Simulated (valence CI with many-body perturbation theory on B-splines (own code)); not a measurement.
**Hyperfine factors and g values of Au39+**

Computed by relativistic CI+MBPT: four valence electrons over a frozen Dirac-Fock core [Kr], radial functions for each j: 7 s, 7 p, 8 d, 6 f, 4 g, 1 h, with the one-electron correlation potential Σ1 (screened to all orders), the two-electron term Σ2, the three-electron term Σ3, Breit, model QED; selected single and double excitations, second order for the rest, scaled by the run's own slope (own B-spline code, finite nucleus).

The last digits are not significant, and no measured levels were compared; by estimate large intervals hold to a few tenths of a per cent, small ones and those within an open d or f shell to about a per cent. The list stops below the first excitations out of the core.

A/g_I is the dipole constant over the nuclear g factor μ/I (μ in nuclear magnetons, uniformly magnetised nucleus), B/Q the quadrupole constant per barn. Both hold the static response of the core; the bare values leave it out. Large factors of s and p1/2 electrons are usually good to 5 to 10 %; those of open d and f shells near neutrality can be off by tens of per cent, and small factors of p3/2, d and f electrons come from cancelling terms and can be off by a factor of two or in sign, in half-filled shells by more. B is blank for J = 1/2, where it vanishes, and for nearly pure S terms. Energies count from the lowest level. Levels with J = 0 are left out.

Levels are named by their leading jj configuration (3d3/2^4 stands for four electrons in 3d with j = 3/2), which in mixed levels can hold well under half, so a name can repeat and another be missing. Letters in brackets count levels of one name in rising energy.

```csv
Level,E (cm⁻¹),g,A/g_I (MHz),A/g_I bare,B/Q (MHz/b),B/Q bare
(4d3/2^3 4d5/2) J=1,176420,1.496,-3210,-1950,6570,6310
(4d3/2^3 4d5/2) J=4,220470,1.070,20600,20500,1400,1190
(4d3/2^3 4d5/2) J=2,225910,1.219,13200,13600,19100,18400
(4d3/2^3 4d5/2) J=3,237660,1.130,18200,18300,15000,14400
(4d3/2^2 4d5/2^2) J=2 [a],386970,1.265,5510,6050,12500,12100
(4d3/2^2 4d5/2^2) J=4 [a],395680,1.150,16300,16400,-8620,-8420
(4d3/2^2 4d5/2^2) J=3 [a],399890,1.173,13200,13500,2890,2770
(4d3/2^2 4d5/2^2) J=5,416470,1.084,18700,18600,17600,16900
(4d3/2^2 4d5/2^2) J=6,428990,1.074,19900,19800,21900,21100
(4d3/2^2 4d5/2^2) J=1,429020,1.085,21800,21800,2750,2630
(4d3/2^2 4d5/2^2) J=3 [b],442050,1.075,21200,21200,4770,4610
(4d3/2^2 4d5/2^2) J=4 [b],444910,1.033,21500,21300,-5570,-5310
(4d3/2^2 4d5/2^2) J=2 [b],449020,1.081,19400,19300,8800,8490
(4d3/2^2 4d5/2^2) J=2 [c],491520,0.985,26000,25700,-3280,-3200
(4d3/2^2 4d5/2^2) J=4 [c],506790,1.190,14200,14500,33900,32800
(4d3/2^2 4d5/2^2) J=2 [d],546680,1.130,18600,18700,-10400,-9950
(4d3/2 4d5/2^3) J=4 [a],605320,1.162,13500,13700,-18900,-18300
(4d3/2 4d5/2^3) J=3 [a],608460,1.195,10200,10500,2550,2520
(4d3/2 4d5/2^3) J=1 [a],625230,0.988,18800,18400,8440,8090
(4d3/2 4d5/2^3) J=5,630760,1.140,16000,16200,-12500,-12100
(4d3/2 4d5/2^3) J=6,635060,1.083,18400,18400,25300,24600
(4d3/2 4d5/2^3) J=2 [a],656830,1.064,20900,20700,16500,15900
(4d3/2 4d5/2^3) J=3 [b],663960,1.089,18400,18300,4920,4850
(4d3/2 4d5/2^3) J=1 [b],710900,1.414,3200,4180,-13600,-13100
(4d3/2 4d5/2^3) J=3 [c],711710,1.059,20200,20100,27300,26300
(4d3/2 4d5/2^3) J=4 [b],716950,1.049,20400,20300,25200,24400
(4d3/2 4d5/2^3) J=2 [b],727730,1.117,17600,17700,-34800,-33500
(4d5/2^4) J=4,846220,1.164,13300,13500,-23400,-22500
(4d5/2^4) J=2,879610,1.101,14200,14200,16100,15500
```

Task: Take the isotope of mass number 197, with I = 3/2, μ = 0.1452 μN and Q = 0.547 b. What is the hyperfine structure of (4d3/2^2 4d5/2^2) J=5?

Result: From the table A = 1810 MHz, B = 9610 MHz. Shifts from the centre of gravity in MHz: F = 7/2: -12100, F = 9/2: -10200, F = 11/2: -2030, F = 13/2: 16000.
